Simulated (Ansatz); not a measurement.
Stepwise reaction of `C[O][Y]([NH2])[O]C` with hydrogen chloride, as a gas-phase model of exchange steps in deposition or etching. ΔE in kJ/mol.

Gas-phase electronic energies from Ansatz, PBE0-D4/def2-TZVP geometries. CCSD(T)/CBS is the MP2 limit (def2-TZVPP, def2-QZVPP) plus CCSD(T) − MP2 in def2-TZVPP, frozen cores. This one scheme is used for every species. Functionals use def2-TZVPP. B3LYP here is the variant with VWN-RPA as its local correlation; programs differ in this. Elements past krypton have def2 core potentials. For Y outer-core shells are correlated without core-valence functions, which leaves a few kJ/mol of doubt a bond. Each species was taken in one conformer, which may not be the lowest.

```tsv
step	reaction	PBE-D4	B3LYP-D4	ωB97M-V	CCSD(T)/CBS
1	`C[O][Y]([NH2])[O]C` + HCl → `C[O][Y]([NH2])[Cl]` + CH₃OH	-61.0	-62.6	-66.5	-65.3
2	`C[O][Y]([NH2])[Cl]` + HCl → `[NH2][Y]([Cl])[Cl]` + CH₃OH	-47.1	-48.1	-51.8	-50.9
```

Q: By hand: ΔE of the 2 steps together at CCSD(T)/CBS.

A: (-65.3) + (-50.9) = -116.2 kJ/mol, or -58.1 kJ/mol a step.

In ΔE each step is higher than the one before. All are downhill at CCSD(T)/CBS. PBE-D4 differs from CCSD(T)/CBS by 3.8 to 4.3 kJ/mol a step. Isolated molecules leave out the surface, adducts and barriers. Largest T1 diagnostic: 0.014.
